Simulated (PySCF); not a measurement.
Isomers of C8H13ClO, mass 160.065 u with the commonest isotopes. The calculation used PBE0/pcSseg-1 in PySCF (dipole) on a GFN2-xTB geometry, gas phase. One conformer each, none proved a minimum here; rigid rotors.

Question: Order these by radius of gyration √(Σ m r²/M), smallest first.
A. `[CH3:1][C:2](=[O:3])[C@H:4]1[CH2:5][CH2:6][C@@H:7]([Cl:8])[CH2:9][CH2:10]1` with C1–C2–C4–C5 60°, C2–C4–C5–C6 -179°, C4–C5–C6–C7 -56°, C5–C6–C7–Cl8 -68°, C6–C7–C9–C10 -54°
B. `[CH3:1][CH2:2][C@@H:3]1[CH2:4][CH2:5][CH2:6][C@@H:7]1[C:8](=[O:9])[Cl:10]` with C1–C2–C3–C4 -173°, C6–C7–C8–O9 -42°, C2–C3–C4–C5 -158°, C3–C4–C5–C6 11°, C4–C5–C6–C7 15°, C5–C6–C7–C8 83°
C. `[CH3:1][CH2:2][O:3]/[CH:4]=[C:5]1\[CH2:6][CH2:7][C@H:8]([Cl:9])[CH2:10]1` with C1–C2–O3–C4 -174°, C2–O3–C4–C5 -178°, C4–C5–C6–C7 -169°, C5–C6–C7–C8 -31°, C6–C7–C8–Cl9 162°, C7–C8–C10–C5 -33°

Answer: B (2.202 Å), A (2.376 Å), C (2.977 Å).

Question: Order these by out-of-plane moment Σ m c² = (Ia + Ib − Ic)/2, smallest first.
A. `[CH3:1][CH2:2][C@@H:3]1[CH2:4][CH2:5][CH2:6][C@@H:7]1[C:8](=[O:9])[Cl:10]` with C1–C2–C3–C4 -173°, C6–C7–C8–O9 -42°, C2–C3–C4–C5 -158°, C3–C4–C5–C6 11°, C4–C5–C6–C7 15°, C5–C6–C7–C8 83°
B. `[CH3:1][CH2:2][O:3]/[CH:4]=[C:5]1\[CH2:6][CH2:7][C@H:8]([Cl:9])[CH2:10]1` with C1–C2–O3–C4 -174°, C2–O3–C4–C5 -178°, C4–C5–C6–C7 -169°, C5–C6–C7–C8 -31°, C6–C7–C8–Cl9 162°, C7–C8–C10–C5 -33°
C. `[CH3:1][C:2](=[O:3])[C@H:4]1[CH2:5][CH2:6][C@@H:7]([Cl:8])[CH2:9][CH2:10]1` with C1–C2–C4–C5 60°, C2–C4–C5–C6 -179°, C4–C5–C6–C7 -56°, C5–C6–C7–Cl8 -68°, C6–C7–C9–C10 -54°

Answer: B (14.35 u·Å²), A (76.86 u·Å²), C (95.85 u·Å²).

Question: Order these by rotational constant A, largest first.
A. `[CH3:1][CH2:2][C@@H:3]1[CH2:4][CH2:5][CH2:6][C@@H:7]1[C:8](=[O:9])[Cl:10]` with C1–C2–C3–C4 -173°, C6–C7–C8–O9 -42°, C2–C3–C4–C5 -158°, C3–C4–C5–C6 11°, C4–C5–C6–C7 15°, C5–C6–C7–C8 83°
B. `[CH3:1][CH2:2][O:3]/[CH:4]=[C:5]1\[CH2:6][CH2:7][C@H:8]([Cl:9])[CH2:10]1` with C1–C2–O3–C4 -174°, C2–O3–C4–C5 -178°, C4–C5–C6–C7 -169°, C5–C6–C7–C8 -31°, C6–C7–C8–Cl9 162°, C7–C8–C10–C5 -33°
C. `[CH3:1][C:2](=[O:3])[C@H:4]1[CH2:5][CH2:6][C@@H:7]([Cl:8])[CH2:9][CH2:10]1` with C1–C2–C4–C5 60°, C2–C4–C5–C6 -179°, C4–C5–C6–C7 -56°, C5–C6–C7–Cl8 -68°, C6–C7–C9–C10 -54°

Answer: B (4488 MHz), C (2137 MHz), A (1394 MHz).

```json
{"SMILES": "CC(=O)[C@H]1CC[C@@H](Cl)CC1", "point group": "C1", "Ia (u·Å²)": "236.54", "Ib (u·Å²)": "763.20", "Ic (u·Å²)": "808.04", "κ": "-0.95", "μa (D)": "0.15", "μb (D)": "3.17", "μc (D)": "2.55"}
{"SMILES": "CC[C@@H]1CCC[C@@H]1C(=O)Cl", "point group": "C1", "Ia (u·Å²)": "362.53", "Ib (u·Å²)": "490.49", "Ic (u·Å²)": "699.29", "κ": "-0.08", "μa (D)": "1.99", "μb (D)": "1.56", "μc (D)": "1.70"}
{"SMILES": "CCO/C=C1\\CC[C@H](Cl)C1", "point group": "C1", "Ia (u·Å²)": "112.60", "Ib (u·Å²)": "1320.60", "Ic (u·Å²)": "1404.49", "κ": "-0.99", "μa (D)": "3.12", "μb (D)": "0.57", "μc (D)": "0.50"}
```
